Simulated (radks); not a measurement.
Species: F2+. Configuration: [He] 2s2 2p3 (the NIST ground configuration).

Method: scalar-relativistic Kohn-Sham, PBE, spin-polarised, spherical densities, finite nucleus; open shells are filled with parallel spins first; Fermi nuclear charge, rms radius 2.8976 fm; computed with a radial shooting solver on a logarithmic mesh with Libxc functionals.

Energy parts (eV):
| part | energy |
|---|---|
| total | -2661.811 |
| kinetic | 2661.830 |
| electron-nucleus | -6098.065 |
| Hartree | 1027.843 |
| exchange-correlation | -253.419 |

Orbitals (lengths in bohr, moments of r in powers of bohr; r(90%) holds 90 % of the orbital's charge):
orbital  occ.  eigenvalue (eV)     <r^4>    <r^2>  r(90%)
1s up       1        -710.4156  0.004629  0.04208   0.316
1s down     1        -707.5582  0.004545  0.04174   0.315
2s up       1         -70.4450     1.773   0.9846    1.43
2s down     1         -63.2905     2.057    1.050    1.48
2p up       3         -51.5659     2.052   0.9728    1.47
2p down     0         -44.2666     2.656    1.090    1.57

The highest occupied level is 2p up at -51.566 eV. Spin moment in Bohr magnetons: 3.
